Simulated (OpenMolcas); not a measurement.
## Levels of Nb II by method

```
Program             : OpenMolcas
Basis               : ANO-RCC-VTZP [7s6p4d2f1g]
Scalar Hamiltonian  : DKH2, point nucleus
Active space        : 4 electrons in 5 orbitals (4d)
State averaging     : 2S+1 = 5 even, 5 roots; 2S+1 = 3 even, 45 roots; 2S+1 = 1 even, 50 roots (49 in the spin-orbit step)
Spin-orbit coupling : state interaction with AMFI integrals over the reference wave functions, term energies averaged over their components
```

Methods on the same reference wave functions:
A. CASSCF
B. SS-CASPT2, IPEA 0.25 Eh, imaginary shift 0.1 Eh (closed shells correlated: 4s 4p)
C. MS-CASPT2, IPEA 0.25 Eh, imaginary shift 0.1 Eh (closed shells correlated: 4s 4p)
D. XMS-CASPT2, IPEA 0.25 Eh, imaginary shift 0.1 Eh (closed shells correlated: 4s 4p)

Energies in eV above 4d4 5D0, the measured ground level; measured values from NIST Handbook of Basic Atomic Spectroscopic Data.

| Level | A | B | C | D | Measured |
| --- | --- | --- | --- | --- | --- |
| 4d4 5D0 | 0.0000 | 0.0000 | 0.0000 | 0.0000 | 0.0000 |
| 4d4 5D1 | 0.0170 | 0.0191 | 0.0190 | 0.0197 | 0.0197 |
| 4d4 5D2 | 0.0491 | 0.0534 | 0.0533 | 0.0546 | 0.0543 |
| 4d4 5D3 | 0.0936 | 0.0987 | 0.0986 | 0.1000 | 0.0994 |
| 4d4 5D4 | 0.1481 | 0.1521 | 0.1519 | 0.1527 | 0.1519 |
| 4d4 3H4 | 1.6119 | 1.323 | 1.322 | 1.235 |  |
| 4d4 3H5 | 1.6488 | 1.366 | 1.366 | 1.281 |  |
| 4d4 3P0(1) | 1.6765 | 1.051 | 1.052 | 0.956 |  |
| 4d4 3H6 | 1.6867 | 1.406 | 1.406 | 1.323 |  |
| 4d4 3P1(1) | 1.7738 | 1.147 | 1.147 | 1.049 |  |
| 4d4 3F3(1) | 1.8641 | 1.426 | 1.424 | 1.290 |  |
| 4d4 3F2(1) | 1.8656 | 1.416 | 1.413 | 1.277 |  |
| 4d4 3F4(1) | 1.8809 | 1.446 | 1.446 | 1.319 |  |
| 4d4 3P2(1) | 1.9312 | 1.302 | 1.301 | 1.203 |  |
| 4d4 3G3 | 2.0408 | 1.638 | 1.638 | 1.537 |  |
| 4d4 3G4 | 2.0775 | 1.676 | 1.677 | 1.577 |  |
| 4d4 3G5 | 2.1025 | 1.710 | 1.710 | 1.613 |  |
| 4d4 1I6 | 2.4481 | 2.033 | 2.033 | 2.015 |  |
| 4d4 3D3 | 2.5957 | 2.023 | 2.023 | 1.925 |  |
| 4d4 1G4(1) | 2.6011 | 2.100 | 2.098 | 2.010 |  |
| 4d4 3D2 | 2.6076 | 2.017 | 2.016 | 1.924 |  |
| 4d4 3D1 | 2.6260 | 2.055 | 2.055 | 1.957 |  |
| 4d4 1S0 | 2.9884 | 2.325 | 2.324 | 2.356 |  |
| 4d4 1D2(1) | 3.1670 | 2.229 | 2.228 | 2.183 |  |

Deviations, from unrounded energies. A percentage is the sum of absolute deviations over the sum of measured energies, with the sign that they share, or ± where signs differ.

```json
{"Against measurement": "mean absolute deviation (cm-1)", "Levels": "4", "A": "35", "B": "5.1", "C": "5.3", "D": "3.5"}
{"Against measurement": "fine structure of the ground term (%)", "Levels": "4", "A": "-5.4", "B": "±0.8", "C": "±0.8", "D": "±0.5"}
```

B, C, D lie about equally close to measurement and A furthest from it. The largest miss of D in the table is 4d4 5D4, by +7 cm-1. The ranking rests on the paired levels alone, and a cruder setting can come out closer through cancelling errors.

Among B to D the level of the table that moves most is 4d4 3F2(1), by 1100 cm-1 (lowest in D, highest in B). Moves below CASPT2's spread within the term are not significant.

The two smallest mean deviations differ by little beside CASPT2's spread within terms, so their order carries little weight.

From A to B the spin-free energies of the other terms of 4d4 shown, above 5D, scale by factors of 0.64 to 0.82.

The lowest spin-free term lies below A's lowest term by 0.318 hartree in B, 0.318 hartree in C, 0.324 hartree in D.

CASPT2 does not keep the components of a term degenerate, so their means are used; among the terms shown or strongly mixed into the levels shown the widest spread is 2100 cm-1 (4d4 1I, D). Some high roots are left out of the spin-orbit mixing, which shifts the levels that they would mix with. Configurations with an s electron lie low at this charge and mix in, so terms can be misplaced. The CASPT2 spread within a term exceeds the gap to the next term for 4d4 1I and 4d4 3D, 4d4 3D and 4d4 1G(1), so the order of their levels is uncertain (figures for B; the like holds for C, D). Without dynamic correlation excited terms often stand tens of per cent too high (terms of higher spin than the ground term too low), and those without a measured partner can miss by more than the paired ones (holds for A). Some terms miss by over 15 % even with CASPT2, which points to a basis or an active space too small for the shells correlated (holds for B; C; D). Computed and measured levels are paired by configuration, term and J; levels that our copy of the source lacks, or whose pairing is in doubt (as where it misses far off the trend of its configuration), stay unpaired and out of the deviations. Levels of configurations outside the active space are missing. The table leaves out levels that lie high or whose names do not pair safely across all columns.

A number in round brackets counts repeated terms of one configuration in the order of the reference energies.
